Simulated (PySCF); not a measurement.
Atoms are numbered as in `[CH3:1][Si:2]([SiH3:3])([SiH3:4])[SiH2:5][Cl:6]`. Hydrogens are named by the atom that carries them.

PySCF calculation with geometry from GFN2-xTB and shieldings: GIAO PBE0/pcSseg-1; fast rotation and ring inversion assumed for equivalent nuclei, single conformer, no solvent model, relativity neglected.

Scale: TMS for 13C, 1H, 29Si; 35Cl against HCl (reference shieldings calculated alike).

| atoms | nucleus | count | Hirshfeld charge | δ (ppm) |
| --- | --- | --- | --- | --- |
| Si3/Si4 | 29Si | 2 | 0.21 | -107.6 |
| H(Si3)/H(Si4) | 1H | 6 | -0.07 | 3.64 |
| C1 | 13C | 1 | -0.21 | -6.4 |
| H(C1) | 1H | 3 | 0.04 | ? |
| H(Si5) | 1H | 2 | -0.07 | 5.46 |
| Cl6 | 35Cl | 1 | -0.14 | ? |
| Si2 | 29Si | 1 | 0.13 | -94.1 |
| Si5 | 29Si | 1 | 0.25 | -23.9 |

Fill in the missing shifts.

Results:


- H(C1): 0.19 ppm, hydrogen on a methyl carbon bonded to Si; an electropositive neighbour shields it, as in TMS itself
- Cl6: -99 ppm, chlorine bonded to Si

Shifts are as computed. Against solution values, carbons near 30 ppm lie about +3 ppm off and those near 130 ppm about +5 ppm. Of 1309 compounds with measured shifts, 239 miss one by over three times the rms of a fit or turn the order of signals round; such compounds aren't used in these exercises.
